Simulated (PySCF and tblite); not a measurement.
The numbers below are computed, except where a source is named.
System: C₆H₁₂B₂, numbered as in [CH2:1]=[CH:2][B:3]([CH:4]=[CH2:5])[CH2:6][BH:7][CH3:8].

Geometries: GFN2-xTB; energies: B3LYP/pcSseg-1 + D3(BJ); zero-point and thermal terms from GFN2-xTB harmonic modes (soft modes blended into free rotors). Rates follow Eyring's equation with the number of equivalent paths and no tunnelling. Run with tblite and PySCF.

Question: What barrier does the rotation about the B3–C4 bond (torsion C2–B3–C4–C5 from 161° to 326°, rising) meet, and how fast is it at 298 K?

Answer: The electronic barrier is 3.5 kcal/mol and ΔG‡(298 K) 3.2 kcal/mol, over a C1 saddle with an imaginary mode of 73i cm⁻¹ (GFN2-xTB). With 1 equivalent path, k is 2.7×10¹⁰ s⁻¹, a mean lifetime of the start of 37 ps against this motion. The end lies 0.3 kcal/mol below the start in free energy.
